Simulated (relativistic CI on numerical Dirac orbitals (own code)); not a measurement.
## Slater and spin-orbit integrals, Nb²⁰⁺

Method of calculation: Dirac-Coulomb-Breit CI, separate exchange-only KLI orbitals for each configuration, a model potential for QED, unscaled Slater integrals (own radial code, finite nucleus).

Slater integrals F^k, G^k are unscaled and averaged over j, outside the closed core [Ne]; ζ comes from projecting the Hamiltonian with its Breit term on Σ l·s of the shell.

- 3s2 3p6 3d3: F^2(3d,3d) = 274250, F^4(3d,3d) = 176310, ζ(3d) = 11919 cm⁻¹; <r>(3d) = 0.3685, <r^2>(3d) = 0.1587 (bohr units).
- 3s2 3p5 3d4: ζ(3p) = 100830, F^2(3d,3d) = 273480, F^4(3d,3d) = 175800, F^2(3p,3d) = 245910, G^1(3p,3d) = 273780, G^3(3p,3d) = 179320, ζ(3d) = 11705 cm⁻¹; <r>(3p) = 0.4043, <r^2>(3p) = 0.1887, <r>(3d) = 0.3695, <r^2>(3d) = 0.1595 (bohr units).
- 3s 3p6 3d4: F^2(3d,3d) = 273170, F^4(3d,3d) = 175590, G^2(3s,3d) = 207110, ζ(3d) = 11834 cm⁻¹; <r>(3s) = 0.4109, <r^2>(3s) = 0.1923, <r>(3d) = 0.3698, <r^2>(3d) = 0.1598 (bohr units).

(1) Give the Racah parameters of the d shell in 3s2 3p6 3d3.

Averages of the first 10 configurations, taken without configuration mixing, which lowers the lowest level and can move excited configurations by several eV; other configurations of the list can lie among them:

```json
{"Configuration": "3s2 3p6 3d3", "Parity": "even", "States": "120", "Average energy above the lowest level (eV)": "12.8"}
{"Configuration": "3s2 3p5 3d4", "Parity": "odd", "States": "1260", "Average energy above the lowest level (eV)": "153.9"}
{"Configuration": "3s 3p6 3d4", "Parity": "even", "States": "420", "Average energy above the lowest level (eV)": "257.2"}
{"Configuration": "3s2 3p6 3d2 4s", "Parity": "even", "States": "90", "Average energy above the lowest level (eV)": "360.3"}
{"Configuration": "3s2 3p6 3d2 4p", "Parity": "odd", "States": "270", "Average energy above the lowest level (eV)": "395.7"}
{"Configuration": "3s2 3p6 3d2 4d", "Parity": "even", "States": "450", "Average energy above the lowest level (eV)": "447.5"}
{"Configuration": "3s2 3p6 3d2 4f", "Parity": "odd", "States": "630", "Average energy above the lowest level (eV)": "493.5"}
{"Configuration": "3s2 3p5 3d3 4s", "Parity": "odd", "States": "1440", "Average energy above the lowest level (eV)": "497.2"}
{"Configuration": "3s2 3p5 3d3 4p", "Parity": "even", "States": "4320", "Average energy above the lowest level (eV)": "532.7"}
{"Configuration": "3s2 3p6 3d 4s 4p", "Parity": "odd", "States": "120", "Average energy above the lowest level (eV)": "759.4"}
```

## Answers

(1) B = F²/49 − 5F⁴/441 = 3598 cm⁻¹ and C = 35F⁴/441 = 13993 cm⁻¹.
